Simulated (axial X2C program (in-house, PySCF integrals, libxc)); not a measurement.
Potential curves of LiSc⁺, scalar-relativistic

Computed with an axial X2C code built on PySCF integrals. Spin-free means the one-electron spin-free X2C Hamiltonian. Basis: Sc dyall-cv3z [10s11p7d5f2g], Li dyall-cv3z [7s8p2d] (cores contracted in-house); Gaussian nuclei, density fitting, unrestricted open shells. Masses: Sc 44.956 u, Li 7.016 u.

State: M_S = 1/2, Λ = 0 (beyond evenly filled blocks: σα). Energies in cm⁻¹ from the fragments at the same level (Sc + Li+). Fits are polynomials in 1 − R0/R over 0.85 to 1.23 times the lowest point R0.

```json
{"R (Å)": "2.6918", "BP86": "-7805", "CCSD": "", "CCSD(T)": "", "PBE0": "-8548"}
{"R (Å)": "2.8155", "BP86": "-8577", "CCSD": "-7871", "CCSD(T)": "-7863", "PBE0": "-9328"}
{"R (Å)": "2.9084", "BP86": "-8919", "CCSD": "-8170", "CCSD(T)": "-8155", "PBE0": "-9673"}
{"R (Å)": "3.0012", "BP86": "-9102", "CCSD": "-8299", "CCSD(T)": "-8278", "PBE0": "-9853"}
{"R (Å)": "3.0940", "BP86": "-9157", "CCSD": "-8293", "CCSD(T)": "-8264", "PBE0": "-9903"}
{"R (Å)": "3.2023", "BP86": "-9096", "CCSD": "-8152", "CCSD(T)": "-8113", "PBE0": "-9831"}
{"R (Å)": "3.3106", "BP86": "-8932", "CCSD": "-7901", "CCSD(T)": "-7849", "PBE0": "-9651"}
{"R (Å)": "3.4498", "BP86": "-8613", "CCSD": "-7463", "CCSD(T)": "-7392", "PBE0": "-9307"}
{"R (Å)": "3.6200", "BP86": "-8115", "CCSD": "", "CCSD(T)": "", "PBE0": "-8772"}
{"R (Å)": "3.8675", "BP86": "-7288", "CCSD": "", "CCSD(T)": "", "PBE0": "-7884"}
```

Correlated methods: 11 electrons correlated (number of frozen shells: Sc 2 s, 1 p; Li 1 s), 277 virtual spin orbitals or spinors in MP2, 90 natural virtuals in coupled cluster.

The state is one determinant whose occupation by symmetry is held fixed; it was picked as the lowest of a PBE0 search that is not exhaustive. De is counted from the lowest determinant-based energies of the atoms at the same level, without counterpoise correction. Coupled cluster ran in a truncated set of natural virtual spinors; the MP2 energy of the rest was added. (T) has no such correction and the atoms are truncated less, which lowers De at CCSD(T) by a hundredth of an eV or more. PBE0 can misorder states that lie within some tenths of an eV, so this need not be the ground state of the molecule. The nearest other spin-free determinant of the search, M_S = 1/2, Λ = 1, lies 0.06 eV up at the distance of the search. The determinant is spin-polarised beyond a pure state at some levels (its spin-free form has ⟨S²⟩ too high), which makes Re and μ there less reliable. The T1 diagnostic is large, a sign of multireference character. Coupled cluster ran on the points near the minimum only. MP2 and coupled cluster on one determinant become unreliable at the stretched end.

(1) Fit the BP86 curve near its minimum: give the equilibrium distance, the harmonic wavenumber and the well depth.

(2) What are Re, ωe and De at the CCSD level?

(3) What are Re, ωe and De at the CCSD(T) level?

(4) What are Re, ωe and De at the PBE0 level?

Answers

(1) At BP86, spin-free: Re = 3.095 Å, ωe ≈ 254 cm⁻¹, De = 1.14 eV to Sc + Li+; Be follows as 0.29 cm⁻¹.

(2) At CCSD, spin-free: Re = 3.042 Å, ωe ≈ 281 cm⁻¹, De = 1.03 eV to Sc + Li+; Be follows as 0.3 cm⁻¹.

(3) At CCSD(T), spin-free: Re = 3.037 Å, ωe ≈ 283 cm⁻¹, De = 1.03 eV to Sc + Li+; Be follows as 0.301 cm⁻¹.

(4) At PBE0, spin-free: Re = 3.088 Å, ωe ≈ 261 cm⁻¹, De = 1.23 eV to Sc + Li+; Be follows as 0.291 cm⁻¹.
